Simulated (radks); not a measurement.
Initial-state core-level shifts of neutral platinum when its valence configuration changes from [Xe] 4f14 5d9 6s1. Method: Dirac Kohn-Sham, LDA (Slater exchange, Perdew-Wang correlation), spin-unpolarised, spherical densities, finite nucleus; open shells are shared between the two j in proportion to 2j + 1; Fermi nuclear charge, rms radius 5.427 fm; computed with a radial shooting solver on a logarithmic mesh with Libxc functionals. Shifts are changes of the shell-averaged eigenvalues in eV (positive: less bound); the change of the density at the nucleus, which sets a Mossbauer isomer shift, is in e/bohr^3, on a base of 1.966e+06.

valence                1s       2p       5s       5p  density at nucleus
4f14 5d9 6p1       -1.980   -1.930   -1.968   -1.985              -115.8
4f14 5d10          +2.345   +2.452   +2.365   +2.243              -121.6
4f14 5d8 6s2       -2.707   -2.834   -2.686   -2.533              +146.6
4f13.5 5d9.5 6s1   -5.635   -6.116   -1.906   -1.350               +70.3
4f13 5d9 6s2      -14.331  -15.442   -6.691   -5.423              +293.8
4f13 5d9 6s1 6p1  -16.367  -17.433   -8.709   -7.448              +173.2
4f13 5d8 6s1 6p2  -21.309  -22.496  -13.501  -12.037              +208.7
4f13 5d10 6s1     -11.391  -12.370   -3.799   -2.688              +142.2
4f12 5d9 6s1 6p2  -33.679  -35.917  -17.693  -15.124              +361.1
